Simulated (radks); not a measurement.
The rubidium ion Rb18+, 19 electrons, occupied as [Ar] 3d1.

All-electron calculation, scalar-relativistic Kohn-Sham, PBE, spin-unpolarised, spherical densities, point nucleus. Program: a radial shooting solver on a logarithmic mesh with Libxc functionals.

Energy parts (eV):
total: -76354.891
kinetic: 78341.492
electron-nucleus: -170976.744
Hartree: 18428.809
exchange-correlation: -2148.448

Orbitals (lengths in bohr, moments of r in powers of bohr; r(90%) holds 90 % of the orbital's charge):
| orbital | occ. | eigenvalue (eV) | <1/r> | <r^4> | <r^2> | r(90%) |
|---|---|---|---|---|---|---|
| 1s | 2 | -15701.37 | 37.87 | 0.00001236 | 0.002188 | 0.0721 |
| 2s | 2 | -2674.933 | 8.481 | 0.002314 | 0.03677 | 0.273 |
| 2p | 6 | -2449.591 | 8.274 | 0.001660 | 0.02898 | 0.251 |
| 3s | 2 | -859.3584 | 3.157 | 0.08665 | 0.2415 | 0.672 |
| 3p | 6 | -786.4246 | 3.046 | 0.08708 | 0.2375 | 0.675 |
| 3d | 1 | -677.7582 | 2.882 | 0.06963 | 0.2010 | 0.642 |
| 4s | 0 | -407.3649 | 1.548 | 1.275 | 0.9621 | 1.30 |
| 4p | 0 | -379.5429 | 1.494 | 1.399 | 1.001 | 1.34 |

The highest occupied level is 3d at -677.76 eV. The density falls to 0.001 e/bohr^3 at r = 1.28 bohr. For comparison, the ionisation energy in NIST's Atomic Spectra Database is 706 eV (theoretical). In exact Kohn-Sham theory the highest level is minus the ionisation energy, but local and semilocal functionals leave it too shallow, through self-interaction and a potential that decays too fast; potentials with the right tail come closer. Summed over all electrons, <r^2> = 2.361 bohr^2, which gives a Langevin (diamagnetic) susceptibility term of -1.87 x 10^-6 cm^3/mol.

Beside tabulated values, note that spin-unpolarised runs miss the spin-polarisation part of the exchange energy of open shells.
